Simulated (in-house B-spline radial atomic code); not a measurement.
**KLI/ALDAx excitations of Au+**

Method: KLI/ALDAx. Computed with an all-electron radial atomic-structure program (B-spline basis): linear response of the closed shell [Xe] 4f14 5d10 with the adiabatic LDA exchange kernel on the exchange-only KLI potential; scalar-relativistic (spin-free one-electron X2C), finite nucleus, no spin-orbit coupling, no double excitations, S, P, D and F terms only; shells from n = 3 respond. Only terms of natural parity with L up to 3 were computed.

Spin-orbit coupling is strong here, so these LS terms don't match observed levels.

Command:
```bash
python run_td.py task.json out
```
Settings (radii: box in bohr, nucleus in fm):
```
Z                        79
electrons                78
configuration            [Xe] 4f14 5d10
hamiltonian              x2c
method                   kli
box_radius               41.61
rms_radius               5.4371
intervals                108
```

Run time, properties included: 9.8 s on 1 thread of Intel(R) Xeon(R) Platinum 8488C (Sapphire Rapids), with other jobs on the host.

The lowest states, in the order of their Tamm-Dancoff energies; the method's threshold (minus the highest occupied level) is 20.830 eV. Labels give the largest channel, * marks a mixed state, and oscillator strengths are full-response dipole values. Semilocal kernels can invert the small singlet-triplet splittings of Rydberg terms. Energies in eV:

| state | full response | Tamm-Dancoff | oscillator strength |
| --- | --- | --- | --- |
| 5d → 6s 3D | 2.131 | 2.209 | - |
| 5d → 6s 1D | 3.187 | 3.279 | - |
| 5d → 6p 3P | 8.893 | 8.949 | - |
| 5d → 6p 3F | 9.163 | 9.187 | - |
| 5d → 6p 1F | 9.584 | 9.587 | - |
| 5d → 6p 1P | 10.306 | 10.433 | 0.718 |
| 5d → 7s 3D | 13.888 | 13.892 | - |
| 5d → 7s 1D | 14.016 | 14.023 | - |
| 5d → 6d 3S | 14.744 | 14.764 | - |
| 5d → 6d 3D | ? | ? | - |
| 5d → 6d 1D | 15.223 | 15.231 | - |
| 5d → 7p 3P | 15.607 | 15.615 | - |
| 5d → 7p 3F | 15.661 | 15.664 | - |
| 5d → 7p 1F | 15.745 | 15.746 | - |
| 5d → 7p 1P | 15.864 | 15.885 | 0.041 |
| 5d → 6d 1S | 15.817 | 15.899 | - |
| 5d → 8s 3D | 17.111 | 17.112 | - |
| 5d → 8s 1D | 17.155 | 17.157 | - |
| 5d → 5f 3P | 17.223 | 17.226 | - |
| 5d → 5f 3F | 17.272 | 17.273 | - |
| 5d → 5f 1F | ? | ? | - |
| 5d → 5f 1P | 17.318 | 17.326 | 0.207 |

Where does 5d → 5f 1F lie?

At 17.288 eV in full response, 17.288 eV in Tamm-Dancoff.

Where does 5d → 6d 3D lie?

At 15.091 eV in full response, 15.094 eV in Tamm-Dancoff.

How large is the singlet-triplet splitting of 5d → 6s (D terms) in Tamm-Dancoff?

1.07 eV, from the unrounded values.

What polarisabilities and dispersion coefficient does the method give?

Dipole 12.73 bohr³, quadrupole 108.8 bohr⁵, C6 93.7 hartree·bohr⁶ for two such species.
